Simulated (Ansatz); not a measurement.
Ideal-gas functions of `C#[C][Sn]([F])([F])[F]` at 600 K and 1 bar, from an Ansatz frequency run at PBE0-D4/def2-TZVP.

Molar mass 200.74 g/mol, point group C3v (symmetry number 3), electronic degeneracy 1, moments of inertia 171.597, 307.582, 307.596 u Å². Harmonic wavenumbers (cm⁻¹, unscaled): 91, 92, 167, 167, 194, 254, 254, 493, 662, 669, 669, 752, 752, 2172, 3458.

Use S(trans) = R[1.5 ln M + 2.5 ln T − 1.1517]; rotational temperatures θ = 24.2544 K / I; S(rot) = R[ln(√π/σ · √(T³/θAθBθC)) + 1.5]; for each mode x = 1.438777 ν̃/T, S = R[x/(eˣ − 1) − ln(1 − e⁻ˣ)] and H = RT x/(eˣ − 1); 1 cm⁻¹ = 0.0119627 kJ/mol; R = 8.31446 J/(mol·K).

**Question.** By hand: the entropy, in J/(mol·K).

**Answer.** Translation 189.5. Rotation: θ = 0.1413, 0.0789, 0.0789 K, giving 117.1. Vibration, mode by mode: 20.99, 20.90, 15.98, 15.98, 14.75, 12.56, 12.56, 7.39, 5.29, 5.22, 5.22, 4.45, 4.45, 0.28, 0.02, in all 146.1. Electronic 0.0. Sum 452.7 J/(mol·K).

**Question.** By hand: H − E and G − E in kJ/mol, counted from the electronic energy.

**Answer.** Zero-point energy ½ × 10846 × 0.0119627 = 64.9; thermal vibration 40.6; translation, rotation and pV give 4 RT = 20.0. H − E = 125.5 kJ/mol, and G − E = 125.5 − 600 × 452.7/1000 = -146.1 kJ/mol.

Vibration gives 32 % of the entropy, 41.9 J/(mol·K) of it from the modes under 150 cm⁻¹: soft modes count most, and the harmonic formula is weakest for them.
